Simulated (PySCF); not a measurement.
**How good is the calculation?**

Bonds (- single, = double, # triple, : aromatic): O1=C2, C2-O3, C2-C4, C4-C5, C5:C6, C6:C7, C7:C8, C8:C9, C9:C10, C10:C5. O3 carries H11; C4 carries H12, H13; C6 carries H14; C7 carries H15; C8 carries H16; C9 carries H17; C10 carries H18.

Isolated molecule, one computed conformer, fast rotation and ring inversion assumed for equivalent nuclei, non-relativistic. HF/pcSseg-1 with gauge-including orbitals; geometry: PBE0-D3(BJ)/def2-SVP; PySCF 2.14.0 with density-fitted response routines.

Reference values: estimated from measurements, as parent shift plus tabulated substituent increment (solution, not stated per compound (mostly CDCl3 or CCl4); Pretsch, Buehlmann, Badertscher, Structure Determination of Organic Compounds, 4th ed. (2009)).
| atoms | quantity | reference | computed | computed, scaled |
| --- | --- | --- | --- | --- |
| C6/C10 | δ 13C | 129.9 | 138.1 | 130.4 |
| C7/C9 | δ 13C | 128.9 | 136.2 | 128.7 |
| C8 | δ 13C | 127.3 | 135.6 | 128.2 |

Computed shifts are σ(ref) − σ with the named reference compound (TMS for H and C) calculated as an isolated molecule at the same level. The measured values may be among those fitted. Shieldings were converted by linear fits to measured shifts (mostly CDCl3, TMS scale, for H and C): 13C (scatter 2.1 ppm rms, 3.7 ppm with the 4 outliers that the fit left out). A few per cent of atoms miss by over 2 rms, more outside the fitted compound classes.

**Question.** How far are the unscaled 13C shifts from the references?

**Answer.** Mean signed difference +7.93 ppm, mean absolute 7.93 ppm over 3 comparisons; the largest is +8.3 ppm at C8 (aromatic CH).
